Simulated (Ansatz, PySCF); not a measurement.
Se(Br)(SiH3) (BrH3SeSi), SMILES [SiH3][Se]Br. Atoms are numbered in the order given.

```xyz
6

Se     0.8771    -0.5500     0.0000
Br    -0.3374     1.4819     0.0000
Si    -0.9960    -1.8964     0.0000
H     -0.4240    -3.2887     0.0000
H     -1.8220    -1.6640    -1.2313
H     -1.8220    -1.6640     1.2313
```

Coordinates come from a PBE-D3(BJ)/def2-SVP optimisation. This is a generated structure with no PubChem entry under its InChIKey; it may be hypothetical.

Vertical ionisation energy (IE) and electron affinity (EA) in eV. Rows of orbital energies are one-electron estimates. Where ΔSCF, EOM or ADC give a negative EA the extra electron is unbound and the value depends on the basis.

```csv
level,IE,EA
"−ε(HOMO), −ε(LUMO), ωB97X/def2-TZVPD (PySCF)",9.27,0.78
"−ε(HOMO), −ε(LUMO), PBE/def2-TZVPD (PySCF)",5.88,3.76
"ΔSCF, PBE0/def2-SVPD (Ansatz), final states of multiplicity 2 and 2",9.07,1.17
"ΔSCF, PBE/def2-SVPD (Ansatz), final states of multiplicity 2 and 2",8.83,1.14
```

Question: What vertical singlet–triplet gap does ΔSCF give with PBE0/def2-SVPD (Ansatz, a first-principles code) and with PBE/def2-SVPD (Ansatz)? (Estimate from the structure and the level; the computed values follow.)

Answer: 1.92 and 1.84 eV (triplet above singlet where positive).
